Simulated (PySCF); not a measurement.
Gas-phase equilibrium of 1 mol SnCl₄, 6.2 mol H₂O at 1200 K and 1.01 bar, among 27 species (ClO, SnCl₄, O₂, HCl, O, SnH₂, HO₂, SnO, SnHCl₃, SnCl₃, H₂O, H, HOCl, H₂O₂, O₃, H₂, SnH₄, SnCl₂, SnH₂Cl₂, Cl, Cl₂, SnO₂, SnH₃Cl, Sn₂O₂, SnHCl, Sn(OH)₂, OH). Only gases are allowed; each row takes one source of thermochemistry for all species, and Cantera finds the minimum.

Computed with PySCF and rigid-rotor harmonic-oscillator thermochemistry at 1 bar. † marks an energy on the PBE0/def2-TZVP geometry and frequencies. Open shells (unrestricted) among the columns below: O₂ (multiplicity 3); the rest are closed-shell singlets. B3LYP is the form with VWN-RPA correlation. Sn: scalar-relativistic def2 core potential, no spin-orbit coupling. The harmonic model lacks anharmonicity and excited electronic states, which grow with temperature; levels with a mode under 35 cm⁻¹ are left out. Soft modes under 120 cm⁻¹ make the harmonic entropy rough for SnCl₄, SnCl₂.

Molecules larger than those listed are left out. Also missing: (SnO)n, which can matter at low temperature or high pressure.

With B3LYP/def2-TZVP† thermochemistry: H₂O 0.61, HCl 0.22, SnCl₂ 0.11, SnCl₄ 0.0058, O₂ 0.055, Cl₂ 0.00021.

How far does the composition move with the other sources (PBE0/def2-QZVP†, ωB97X-V/def2-TZVP†)?


| thermochemistry | x H₂O | x HCl | x SnCl₂ | x SnCl₄ | x O₂ | x Cl₂ |
|---|---|---|---|---|---|---|
| B3LYP/def2-TZVP† | 0.61 | 0.22 | 0.11 | 0.0058 | 0.055 | 0.00021 |
| PBE0/def2-QZVP† | 0.71 | 0.13 | 0.067 | 0.058 | 0.033 | 0.00013 |
| ωB97X-V/def2-TZVP† | 0.74 | 0.11 | 0.053 | 0.074 | 0.027 | 1.8e-5 |
The most sensitive of these is SnCl₄: it spans a factor of 10^1.1 over these rows; at this temperature one factor of ten is RT ln 10 = 23 kJ/mol.
